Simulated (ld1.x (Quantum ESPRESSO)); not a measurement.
**Varying the PAW potential for Tm (Z = 69)**

Base potential:

```
Element                 : Tm (Z = 69)
Generator               : ld1.x (Quantum ESPRESSO) 7.5
Type                    : PAW
Functional              : LDA (PZ)
Relativity              : scalar-relativistic
Frozen core             : [Xe]
Valence charge          : 15
Reference configuration : 4f13 5d0 6s1 6p0 (charge +1)
Partial waves           : 6s (bound): rcut 3.10, rcutus 3.45 bohr; 6s channel at 0.4 Ry: rcut 3.10, rcutus 3.45 bohr; 6p (bound, empty): rcut 3.40, rcutus 3.75 bohr; 6p channel at 0.45 Ry: rcut 3.40, rcutus 3.75 bohr; 5d (bound, empty): rcut 0.50, rcutus 0.65 bohr; 5d channel at 0.7 Ry: rcut 0.50, rcutus 0.65 bohr; 4f (bound): rcut 0.95, rcutus 1.15 bohr; 4f channel at -0.15 Ry: rcut 0.95, rcutus 1.15 bohr
Local potential         : all-electron potential smoothed inside 2.70 bohr (lloc = -1)
Core correction         : Bessel-smoothed model core inside 0.35 bohr
Augmentation charge     : BESSEL, radius 0.50 bohr
```

All-electron outer shells of the reference configuration (LDA (PZ), scalar-relativistic, ld1.x):

| shell | level (eV) | outermost node (bohr) | outermost maximum (bohr) |
| --- | --- | --- | --- |
| 5s | -60.36 | 0.59 | 1.10 |
| 5p | -33.85 | 0.64 | 1.26 |
| 4f | -10.06 | – | 0.49 |
| 6s | -9.45 | 1.48 | 3.09 |
| 5d | -6.85 | 0.72 | 2.00 |
| 6p | -5.65 | 1.81 | 4.02 |

Cutoffs, loose and tight: the cutoffs (Ry, on a coarse ladder) from which the occupation-weighted sum of valence levels, in a spherical-Bessel basis at the reference potential, stays within 10 and 1 mRy of its value at 400 Ry. They do not see the model core or the augmentation charge, which bear on the density cutoff. Test errors are all-electron minus pseudo excitation energies from the reference, over the configurations 4f13 5d0 6s2 6p0; 4f13 5d0 6s0 6p0; 4f12 5d0 6s0 6p0; 4f12 5d1 6s2 6p0; 4f11 5d0 6s0 6p0; 4f13 5d0 6s0 6p2; 4f13 5d1 6s1 6p0 (two spin-polarised tests are not counted in the largest error). A dash means not determined; rows that change the core or the reference have their own tests.

Cutoffs are not given where the Bessel-basis levels miss the radial ones by over 6 mRy, ghosts where they miss by over 20 mRy; a channel whose overlap is not positive is not tested.

For the base: The 5d radius (0.65 bohr) lies inside the outermost node of the all-electron wave (0.72 bohr), which a nodeless pseudo-wave cannot match soundly.

A file whose overlap is not positive is unfit for use, and its test errors describe a broken file.

| change | outcome | cutoff, loose | cutoff, tight | bound ghosts | largest test error (meV) |
| --- | --- | --- | --- | --- | --- |
| base | generated | 160 Ry | 230 Ry | none | test run stopped at test 1 of 9 (negative rho) |
| reference 4f13 5d0.5 6s1.5 6p0 | failed: run_pseudo: Errors in PS-KS equation | – | – | – | – |
| waves 6s (bound): rcut 2.76, rcutus 2.92 bohr; 6s channel at 0.4 Ry: rcut 2.76, rcutus 2.92 bohr | failed: run_pseudo: Errors in PS-KS equation | – | – | – | – |
| all radii but the core radius scaled by about 0.72 (s 2.50, p 2.70, d 0.46, f 0.84 bohr, rcut 2.24/2.46/0.36/0.68); local potential all-electron potential smoothed inside 1.96 bohr (lloc = -1); augmentation BESSEL, radius 0.36 bohr | failed: new_paw_hamiltonian: negative rho | – | – | – | – |
| core [Kr] 4d10, valence charge 23; reference 4f13 5s2 5p6 5d0 6s1.5 6p0; waves now 5s (bound): rcut 1.60, rcutus 1.85 bohr; 6s (bound): rcut 1.60, rcutus 1.85 bohr; 5p (bound): rcut 2.10, rcutus 2.35 bohr; 6p (bound): rcut 2.10, rcutus 2.35 bohr; 5d (bound): rcut 1.80, rcutus 2.40 bohr; 5d channel at 0.7 Ry: rcut 1.80, rcutus 2.40 bohr; 4f (bound): rcut 0.65, rcutus 0.75 bohr; 4f channel at -0.15 Ry: rcut 0.65, rcutus 0.75 bohr; local potential all-electron potential smoothed inside 1.70 bohr (lloc = -1); core correction Bessel-smoothed model core, default radius (core density twice the valence density); augmentation BESSEL, radius 0.60 bohr | generated, overlap not positive | – | – | not determined (overlap not positive) | +9.9 over the solved tests; test run stopped at test 5 of 9 (negative rho) |
| core correction Bessel-smoothed model core inside 0.78 bohr | generated | 160 Ry | 230 Ry | none | test run stopped at test 1 of 9 (negative rho) |
| local potential all-electron potential smoothed inside 3.82 bohr (lloc = -1) | generated, overlap not positive | – | – | not determined (overlap not positive) | test run stopped at test 1 of 9 (negative rho) |
